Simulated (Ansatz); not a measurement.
Saddle point of BH3ClO2F, singlet (BH₂O₂F ([OH][B]([OH])[F]) + HCl → BH₂ClO₂ ([OH][B]([OH])[Cl]) + HF; bonds formed: B1–Cl6, F2–H5; bonds broken: B1–F2, H5–Cl6), PBE0-D4/def2-TZVP structure:

```xyz
8
angstrom
B -0.1641 -0.2257 -0.2904
F 1.3691 0.1851 0.1150
O -0.5506 0.3615 -1.4375
O -0.4138 -1.5253 -0.0481
H 0.8805 0.7415 0.9207
Cl -0.6199 1.0091 1.4328
H -0.3615 1.2982 -1.5052
H -0.1397 -1.8441 0.8127
```

Energies are electronic, without zero-point energy. Barriers and step energies count from the start structure reached by relaxing down the imaginary mode; all methods use the PBE0-D4 structures, on which another method's saddle can fall below an end. Ansatz 0.2.0; basis: def2-TZVPP, with def2-QZVPP for the basis limit; cores frozen in the correlated methods. B3LYP uses VWN-RPA correlation. Extrapolation: Hartree–Fock as exp(−7.88 √X), correlation as X^−2.97.

```tsv
method	barrier (kJ/mol)	step energy (kJ/mol)
SPW92	88.4	42.8
PBE-D4	120.4	40.6
BLYP-D4	140.4	49.0
r2SCAN-D4	130.2	49.5
B97M-V	154.3	55.6
PBE0-D4	136.9	45.2
B3LYP-D4	152.1	52.9
r2SCAN0-D4	142.0	51.5
BHLYP-D4	?	59.6
CAM-B3LYP-D4	?	58.6
wB97X-V	148.9	51.6
wB97M-V	143.4	51.0
B2PLYP	?	55.1
PBE-QIDH	148.5	48.9
RPA on PBE	159.5	56.3
HF	222.2	74.0
MP2	149.2	47.1
CCSD	172.2	58.2
CCSD(T)	159.2	54.0
```

(1) Fill in the withheld barriers. (Judge from chemistry; the value comes from the calculation.)

T1 diagnostic: at most 0.012.

Results:

(1) The calculation gives: CAM-B3LYP-D4 155.0; B2PLYP 157.9; BHLYP-D4 171.2 kJ/mol. Each is the energy of the saddle less that of the start structure, by the same method.

For comparison, the barrier by CCSD(T) at an estimated basis limit (MP2 extrapolated from triple and quadruple zeta, plus CCSD(T) − MP2 in triple zeta) is 156.3 kJ/mol.

Labels in which every atom is bracketed show which atoms are joined, not bond orders.

For scale, one of the runs: CCSD(T)/def2-TZVPP, 208 basis functions (an equivalent command: `ansatz run in.yaml --threads 4`). Hardware: 4 CPU threads, shared host. Wall time 64 s; peak host memory 3 GiB.
